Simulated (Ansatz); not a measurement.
Born–Oppenheimer molecular dynamics of a periodic cell of 24 atoms, H3C2Cl (contents 4 HCl + 4 C2H2, density as packed 0.86 g/cm³ with natural masses). It goes on from the last frame of an earlier run, with new velocities.

Theory: DFT PBE-D3(BJ), scalar-relativistic, plane waves, PAW in Ansatz 0.2.0. Settings: accuracy low, cutoff 420 eV, k mesh 1x1x1, fermi-dirac smearing 0.05 eV, no spin polarisation.

* ensemble: NPT, Langevin
* time step: 0.75 fs
* steps asked: 400
* set temperature: 350 K
* friction: 0.02 /fs
* pressure: 1 GPa
* seed: 120276

Frames 1.5 fs apart, positions in Å.

Velocities at 195.0 fs (Å/ps):

```
Cl -0.07 0.35 1.51
H 41.33 9.42 -18.79
Cl 0.36 0.63 1.21
H 5.34 36.26 -22.96
Cl 2.65 3.44 -1.92
H -29.55 -11.08 -2.37
Cl -7.36 4.49 -4.32
H -24.63 -4.81 -0.69
C -7.75 1.31 8.01
C -1.67 7.36 -6.90
H 20.13 5.56 2.60
H 20.95 -1.94 11.63
C 0.82 5.95 -0.09
C 4.27 -2.47 -3.66
H -22.87 -12.84 -1.93
H -18.52 7.10 1.17
C -1.69 5.03 2.01
C -0.01 0.17 2.51
H 7.34 13.33 -6.55
H 8.75 4.29 1.30
C -9.31 2.56 2.60
C 2.87 11.98 1.48
H -35.94 -21.23 13.35
H -2.89 -47.28 8.04
```

```xyz
24
Lattice="7.1578 -0.3420 -0.1063 -0.3420 6.9092 0.6337 -0.1063 0.6337 7.9591" Properties=species:S:1:pos:R:3 time_fs=195.0 energy_less_start_eV=0.095 T=399
Cl 1.785 1.763 4.472
H 2.160 2.732 5.137
Cl 4.643 1.840 2.341
H 5.716 2.335 1.689
Cl 7.025 3.755 0.630
H 6.867 4.928 1.091
Cl 0.852 0.856 0.609
H -0.201 1.075 -0.122
C 3.049 5.252 2.279
C 3.745 5.164 1.325
H 4.270 5.005 0.497
H 2.440 5.242 3.107
C 6.427 5.440 4.931
C 5.837 6.060 4.093
H 5.261 6.471 3.234
H 6.959 5.039 5.787
C 5.017 1.904 6.711
C 5.838 1.567 5.902
H 6.796 1.386 5.428
H 4.114 2.241 7.114
C 3.191 4.559 5.764
C 2.405 4.876 6.615
H 1.502 5.126 7.185
H 4.152 4.360 5.306
24
Lattice="7.1457 -0.3442 -0.1021 -0.3442 6.8945 0.6258 -0.1021 0.6258 7.9752" Properties=species:S:1:pos:R:3 time_fs=196.5 energy_less_start_eV=0.014 T=452
Cl 1.784 1.755 4.482
H 2.230 2.757 5.134
Cl 4.637 1.834 2.349
H 5.698 2.372 1.664
Cl 7.015 3.749 0.628
H 6.809 4.901 1.091
Cl 0.839 0.861 0.604
H -0.235 1.069 -0.125
C 3.029 5.240 2.288
C 3.734 5.160 1.315
H 4.308 4.998 0.469
H 2.458 5.228 3.145
C 6.419 5.429 4.939
C 5.833 6.037 4.090
H 5.231 6.431 3.245
H 6.917 5.035 5.794
C 5.009 1.898 6.729
C 5.835 1.559 5.918
H 6.792 1.396 5.425
H 4.112 2.240 7.138
C 3.173 4.545 5.776
C 2.405 4.877 6.625
H 1.458 5.076 7.216
H 4.138 4.268 5.315
24
Lattice="7.1363 -0.3479 -0.0992 -0.3479 6.8831 0.6193 -0.0992 0.6193 7.9916" Properties=species:S:1:pos:R:3 time_fs=198.0 energy_less_start_eV=-0.064 T=449
Cl 1.782 1.747 4.491
H 2.307 2.802 5.147
Cl 4.630 1.829 2.355
H 5.663 2.393 1.662
Cl 7.007 3.743 0.625
H 6.751 4.888 1.106
Cl 0.826 0.867 0.600
H -0.263 1.066 -0.134
C 3.006 5.228 2.293
C 3.722 5.157 1.309
H 4.367 4.987 0.416
H 2.461 5.222 3.215
C 6.414 5.420 4.946
C 5.827 6.018 4.084
H 5.223 6.392 3.280
H 6.880 5.035 5.799
C 4.999 1.894 6.745
C 5.835 1.552 5.934
H 6.783 1.404 5.408
H 4.090 2.247 7.173
C 3.162 4.530 5.785
C 2.400 4.881 6.640
H 1.456 5.037 7.231
H 4.108 4.183 5.316
24
Lattice="7.1265 -0.3522 -0.0964 -0.3522 6.8714 0.6137 -0.0964 0.6137 8.0077" Properties=species:S:1:pos:R:3 time_fs=199.5 energy_less_start_eV=0.124 T=374
Cl 1.780 1.741 4.500
H 2.378 2.834 5.150
Cl 4.623 1.824 2.360
H 5.615 2.396 1.679
Cl 6.998 3.736 0.622
H 6.701 4.887 1.134
Cl 0.813 0.873 0.596
H -0.280 1.058 -0.140
C 2.984 5.215 2.298
C 3.712 5.152 1.301
H 4.399 4.981 0.380
H 2.463 5.222 3.291
C 6.409 5.410 4.953
C 5.817 5.999 4.077
H 5.222 6.354 3.313
H 6.852 5.029 5.818
C 4.987 1.888 6.761
C 5.837 1.545 5.949
H 6.767 1.419 5.388
H 4.069 2.259 7.213
C 3.158 4.515 5.793
C 2.388 4.883 6.658
H 1.493 4.999 7.228
H 4.053 4.112 5.316
24
Lattice="7.1163 -0.3555 -0.0919 -0.3555 6.8581 0.6065 -0.0919 0.6065 8.0222" Properties=species:S:1:pos:R:3 time_fs=201.0 energy_less_start_eV=0.357 T=323
Cl 1.780 1.734 4.509
H 2.420 2.841 5.144
Cl 4.617 1.820 2.364
H 5.554 2.396 1.703
Cl 6.990 3.729 0.621
H 6.656 4.886 1.159
Cl 0.801 0.877 0.593
H -0.285 1.044 -0.142
C 2.964 5.199 2.302
C 3.702 5.144 1.293
H 4.393 4.996 0.391
H 2.477 5.226 3.338
C 6.404 5.399 4.961
C 5.811 5.977 4.067
H 5.204 6.336 3.320
H 6.834 5.018 5.850
C 4.977 1.880 6.774
C 5.841 1.537 5.967
H 6.743 1.425 5.379
H 4.063 2.272 7.255
C 3.157 4.499 5.797
C 2.377 4.883 6.673
H 1.526 4.958 7.236
H 3.986 4.052 5.312
24
Lattice="7.1054 -0.3587 -0.0863 -0.3587 6.8447 0.5981 -0.0863 0.5981 8.0316" Properties=species:S:1:pos:R:3 time_fs=202.5 energy_less_start_eV=0.314 T=323
Cl 1.782 1.728 4.514
H 2.430 2.813 5.119
Cl 4.611 1.815 2.369
H 5.505 2.406 1.732
Cl 6.981 3.722 0.620
H 6.611 4.868 1.179
Cl 0.788 0.881 0.590
H -0.288 1.030 -0.137
C 2.945 5.182 2.303
C 3.691 5.137 1.286
H 4.363 5.024 0.445
H 2.504 5.227 3.342
C 6.398 5.391 4.965
C 5.805 5.951 4.058
H 5.168 6.330 3.298
H 6.821 4.997 5.879
C 4.971 1.873 6.781
C 5.844 1.532 5.983
H 6.710 1.421 5.368
H 4.077 2.272 7.288
C 3.155 4.485 5.802
C 2.372 4.879 6.678
H 1.526 4.932 7.263
H 3.922 3.993 5.295
24
Lattice="7.0930 -0.3626 -0.0785 -0.3626 6.8310 0.5894 -0.0785 0.5894 8.0378" Properties=species:S:1:pos:R:3 time_fs=204.0 energy_less_start_eV=0.153 T=403
Cl 1.786 1.722 4.519
H 2.416 2.757 5.075
Cl 4.603 1.810 2.375
H 5.485 2.434 1.740
Cl 6.971 3.713 0.622
H 6.563 4.835 1.190
Cl 0.777 0.885 0.588
H -0.298 1.022 -0.132
C 2.930 5.161 2.299
C 3.676 5.128 1.286
H 4.324 5.051 0.500
H 2.541 5.224 3.307
C 6.390 5.380 4.970
C 5.798 5.923 4.051
H 5.133 6.330 3.268
H 6.809 4.973 5.894
C 4.967 1.866 6.785
C 5.845 1.527 6.000
H 6.683 1.403 5.351
H 4.107 2.261 7.317
C 3.146 4.473 5.812
C 2.372 4.872 6.676
H 1.498 4.920 7.309
H 3.880 3.932 5.252
24
Lattice="7.0770 -0.3654 -0.0690 -0.3654 6.8169 0.5810 -0.0690 0.5810 8.0408" Properties=species:S:1:pos:R:3 time_fs=205.5 energy_less_start_eV=0.209 T=372
Cl 1.792 1.717 4.523
H 2.400 2.697 5.031
Cl 4.593 1.805 2.382
H 5.491 2.476 1.737
Cl 6.956 3.706 0.627
H 6.520 4.788 1.188
Cl 0.767 0.888 0.587
H -0.324 1.019 -0.131
C 2.919 5.139 2.290
C 3.656 5.120 1.296
H 4.304 5.071 0.515
H 2.580 5.218 3.264
C 6.380 5.370 4.976
C 5.791 5.895 4.046
H 5.116 6.324 3.253
H 6.795 4.957 5.891
C 4.965 1.860 6.785
C 5.844 1.527 6.018
H 6.659 1.379 5.338
H 4.152 2.233 7.345
C 3.131 4.460 5.824
C 2.376 4.866 6.672
H 1.474 4.918 7.361
H 3.851 3.883 5.193
24
Lattice="7.0617 -0.3667 -0.0612 -0.3667 6.8019 0.5740 -0.0612 0.5740 8.0449" Properties=species:S:1:pos:R:3 time_fs=207.0 energy_less_start_eV=0.293 T=357
Cl 1.797 1.711 4.526
H 2.396 2.659 5.009
Cl 4.582 1.802 2.388
H 5.502 2.514 1.741
Cl 6.942 3.699 0.631
H 6.484 4.743 1.181
Cl 0.760 0.893 0.586
H -0.356 1.021 -0.123
C 2.911 5.117 2.277
C 3.632 5.113 1.313
H 4.313 5.085 0.486
H 2.608 5.216 3.254
C 6.367 5.361 4.984
C 5.786 5.866 4.039
H 5.126 6.307 3.272
H 6.783 4.955 5.888
C 4.963 1.857 6.786
C 5.840 1.531 6.038
H 6.635 1.348 5.333
H 4.187 2.202 7.381
C 3.118 4.446 5.835
C 2.379 4.859 6.673
H 1.485 4.925 7.390
H 3.814 3.869 5.148
```

Of the whole run (300 fs, mean temperature of the second half 347 K): The conserved energy stayed within 0.7 meV per atom of its start (net change 0.095 meV per atom), so the integration is sound. A run of 0.3 ps of so small a system gives no equilibrium averages. Limits of this set-up: coarse k mesh, low accuracy level. The cell's volume went from 484 to 359 Å³.

Run time: 11 min on 1 thread of Intel(R) Xeon(R) Platinum 8488C (Sapphire Rapids) (shared host), peak memory 0.56 GiB.
